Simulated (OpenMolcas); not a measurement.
Computed levels of 4f⁹ in ions with 63 electrons, in cm-1 above ⁶H°_15/2.

```yaml
Program: OpenMolcas
Method: SS-CASPT2, IPEA 0.25 Eh, imaginary shift 0.1 Eh
Basis: ANO-RCC-VTZP
Scalar_Hamiltonian: DKH2, point nucleus
Spin-orbit_coupling: state interaction with AMFI integrals over the reference wave functions, term energies averaged over their components
```

Active space for each ion: 9 electrons in 7 orbitals (4f); closed shells correlated by CASPT2: 5s 5p.

```tsv
Level	Tb2+	Ho4+
⁶H°_13/2	2940	4250
⁶H°_11/2	4990	7100
⁶H°_9/2	6590	9350
⁶F°_11/2	6730	9270
⁶H°_7/2	7820	11100
⁶F°_9/2	7910	10800
⁶H°_5/2	8740	12380
⁶F°_7/2	9540	13190
⁶F°_5/2	10740	14920
```

Task: Estimate ⁶H°_5/2, ⁶F°_11/2, ⁶F°_9/2 for Dy3+ from its neighbours Tb2+ and Ho4+.

Result: ⁶H°_5/2 is fine structure, which grows about as the fourth power of a screened charge, so the fourth roots are averaged: ((8740^0.25 + 12380^0.25) / 2)^4 = 10441. The calculation gives 10490, so the estimate is off by -0.5 %.
⁶F°_11/2 is another term, which grows about linearly with the charge: (6730 + 9270) / 2 = 8000. The calculation gives 8050, so the estimate is off by -0.6 %.
⁶F°_9/2 is another term, which grows about linearly with the charge: (7910 + 10800) / 2 = 9355. The calculation gives 9420, so the estimate is off by -0.7 %.

CASPT2 does not keep the components of a term degenerate, so their means are used; among the terms shown or strongly mixed into the levels shown the widest spread is 140 cm-1 (4f⁹ ⁶H°, Tb2+). High states are left out of the spin-orbit mixing, which shifts the levels that they would mix with. Levels of configurations outside the active space are missing.

° marks odd parity.
